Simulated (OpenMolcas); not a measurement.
# Al: terms and fine structure

| Property | Result |
| --- | --- |
| Program | OpenMolcas 26.06 |
| Method | SS-CASPT2, IPEA 0.25 Eh, imaginary shift 0.1 Eh (closed shells correlated: 2s 2p) |
| Basis | ANO-RCC-VTZP [5s4p2d1f] |
| Scalar Hamiltonian | DKH2, point nucleus |
| Active space | 3 electrons in 4 orbitals (3s 3p) |
| State averaging | 2S+1 = 4 odd, 1 root (0 in the spin-orbit step); 2S+1 = 2 odd, 3 roots; 2S+1 = 4 even, 3 roots; 2S+1 = 2 even, 5 roots |
| Spin-orbit coupling | state interaction with AMFI integrals over the reference wave functions, term energies averaged over their components |

Spin-free terms above the lowest, with the occupations of the reference:

```json
{"Configuration": "3s2 3p", "Term": "2P*", "E (cm-1)": "0.0", "Occupations": "3s 1.92 3p 1.08"}
{"Configuration": "3s 3p2", "Term": "4P", "E (cm-1)": "26777", "Occupations": "3s 1.00 3p 2.00"}
{"Configuration": "3s 3p2", "Term": "2D", "E (cm-1)": "40919", "Occupations": "3s 1.00 3p 2.00"}
```

With spin-orbit coupling, above the lowest level:

```
Configuration  Term    J  E (cm-1)  Measured (cm-1)      g  Term weight %
       3s2 3p   2P*  1/2       0.0              0.0  0.666            100
       3s2 3p   2P*  3/2       103              112  1.334            100
       3s 3p2    4P  1/2     26783            29020  2.671            100
       3s 3p2    4P  3/2     26821            29067  1.735            100
       3s 3p2    4P  5/2     26883            29143  1.601            100
       3s 3p2    2D  3/2     40988                   0.800            100
       3s 3p2    2D  5/2     40988                   1.200            100
```

Against the 4 measured excited levels shown (NIST Handbook of Basic Atomic Spectroscopic Data) the mean absolute deviation is 1700 cm-1; the largest miss in energy is 3s 3p2 4P 5/2: computed 26883, measured 29143 cm-1 (-7.8 %).

Spin-orbit coupling puts the lowest level 68.8 cm-1 below the lowest spin-free term.

Terms of s pⁿ other than that of highest spin mix with s² pⁿ⁻² d, which this space lacks; all of them can be thousands of cm-1 off, and some have no real level of that name. Computed and measured levels are paired by configuration, term and J; levels that our copy of the source lacks, or whose pairing is in doubt (as where it misses far off the trend of its configuration), stay unpaired and out of the deviations. Only configurations of the active space appear. The first state left out of the spin-orbit step lies near 56000 cm-1 above the lowest spin-free state of the reference (among the parities and spins computed), and the list stops at four fifths of that energy or lower.

The term weight is that of the spin-free term in the level, not the purity of its configuration. * marks odd parity.
